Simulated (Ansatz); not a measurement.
Basis-set extrapolation for CH₄AlFS (PBE0-D4/def2-TZVP geometry, frozen core, Ansatz). Multiplicity 1, RHF reference.

```
                      def2-TZVPP   def2-QZVPP
                 HF  -779.238528  -779.264257
    MP2 correlation    -0.681135    -0.738962
CCSD(T) correlation    -0.744253      not run
```

Energies in hartree. Use E(X) = E(∞) + A·exp(−7.88·√X) for Hartree–Fock and E(X) = E(∞) + B·X^(−2.97) for correlation, with X = 3 and 4, and add CCSD(T) minus MP2 of the smaller set to the MP2 limit.

**Question.** What is the CCSD(T) energy at the basis-set limit?

**Answer.** HF limit: -779.264257 + (-0.025729) × 0.13774 = -779.26780. MP2 limit: -0.738962 + (-0.057827) × 0.74074 = -0.78180. Higher-order term: -0.744253 − (-0.681135) = -0.06312. Total: -780.11272 hartree, 341.2 kJ/mol below CCSD(T)/def2-TZVPP.
